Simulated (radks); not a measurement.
Task: Radial electron density D(r) = 4 pi r^2 rho(r) of an atom or ion with 17 electrons. Calculated with a radial shooting solver on a logarithmic mesh with Libxc functionals: scalar-relativistic Kohn-Sham, r2SCAN, spin-polarised, spherical densities, finite nucleus; meta-GGA in the generalised Kohn-Sham scheme; Fermi nuclear charge, rms radius of each element as measured or else 0.836 A^(1/3) + 0.57 fm.

| r (bohr) | D(r) (e/bohr) | spin D(r) |
|---|---|---|
| 0.002346 | 7.182 | 0.000212 |
| 0.002935 | 10.25 | 0.000428 |
| 0.003642 | 14.23 | 0.000862 |
| 0.004521 | 19.43 | 0.00176 |
| 0.005656 | 26.23 | 0.00373 |
| 0.007019 | 34.08 | 0.00771 |
| 0.008711 | 42.85 | 0.0158 |
| 0.0109 | 52.07 | 0.0328 |
| 0.01353 | 59.79 | 0.0651 |
| 0.01679 | 64.83 | 0.125 |
| 0.021 | 65.98 | 0.237 |
| 0.02607 | 63.25 | 0.417 |
| 0.03235 | 58.94 | 0.685 |
| 0.04047 | 57.07 | 1.04 |
| 0.05023 | 61.45 | 1.39 |
| 0.06234 | 71.26 | 1.55 |
| 0.07799 | 79.63 | 1.31 |
| 0.0968 | 76.15 | 0.668 |
| 0.1201 | 58.77 | 0.0450 |
| 0.1503 | 37.22 | 0.301 |
| 0.1865 | 27.86 | 1.85 |
| 0.2315 | 30.46 | 3.74 |
| 0.2896 | 30.71 | 4.22 |
| 0.3595 | 20.58 | 2.84 |
| 0.4461 | 8.250 | 1.13 |
| 0.5582 | 1.688 | 0.231 |
| 0.6927 | 0.1757 | 0.0241 |
| 0.8597 | 0.007679 | 0.00105 |

What is the nuclear charge?

Result: Z = 51. The innermost maximum, from 1s, lies near gamma/Z bohr with gamma = sqrt(1 - (Z/c)^2) = 0.928, here 0.0182 bohr (found: 0.0199), and its height grows with Z. The density is that of the antimony ion Sb34+ in [Ne] 3s2 3p5; the configuration itself is not fixed sharply by these data, and Z only to a few units. D(r) has 3 maxima, at r = 0.0199, 0.0825, 0.263 bohr, and minima at 0.0392, 0.193 bohr, inside which lie 2.01, 10.44 electrons.
